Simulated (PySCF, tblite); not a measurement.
Isomers of C4H7O2S (doublet state), one GFN2-xTB conformer each. Single-point energies are computed at B3LYP/pcH-1 (PySCF, gas phase, no added dispersion term), electronic only. GFN2-xTB treats the open shell by occupation alone, and not every SCF solution was tested for stability.

Task: Rank them by B3LYP/pcH-1 energy, lowest first (kJ/mol).
A. `[CH2:1][C:2](=[CH2:3])[S:4]([CH3:5])(=[O:6])=[O:7]` (doublet state) with H–C1–C2–C3 178° and 0°, C1–C2–S4–C5 -91°
B. `[CH2:1]/[CH:2]=[CH:3]/[S:4]([CH3:5])(=[O:6])=[O:7]` (doublet state) with H–C1–C2–C3 180° and 0°, C2–C3–S4–C5 -103°
C. `[CH3:1][C:2]([SH:3])[O:4][CH2:5][CH:6]=[O:7]` (doublet state) with C1–C2–S3–H -179°, C1–C2–O4–C5 -39°, C2–O4–C5–C6 -79°, O4–C5–C6–O7 -130°

Result: C (0.0), B (124.5), A (132.7).

As drawn, the lowest has an S–H bond, which the highest lacks. Neighbours under 21 kJ/mol apart ([CH2]/C=C/S(C)(=O)=O and [CH2]C(=C)S(C)(=O)=O) can change places with a better method, another conformer or zero-point energy. GFN2-xTB itself gives, in the same order: 0.0, 61.0, 60.9. Both levels put the same isomer lowest; measured from each level's own lowest isomer, the values differ by up to 71.8 kJ/mol ([CH2]C(=C)S(C)(=O)=O: 60.9 against 132.7).

Task: What happens when harmonic zero-point energies from GFN2-xTB frequencies are added?

Result: 
```json
{"SMILES": "C[C](S)OCC=O", "ZPE (kJ/mol)": "260.4", "electronic (kJ/mol)": "0.0", "with ZPE (kJ/mol)": "0.0"}
{"SMILES": "[CH2]/C=C/S(C)(=O)=O", "ZPE (kJ/mol)": "265.3", "electronic (kJ/mol)": "124.5", "with ZPE (kJ/mol)": "129.4"}
{"SMILES": "[CH2]C(=C)S(C)(=O)=O", "ZPE (kJ/mol)": "263.2", "electronic (kJ/mol)": "132.7", "with ZPE (kJ/mol)": "135.5"}
```

The zero-point energies span 4.9 kJ/mol. The order is unchanged.
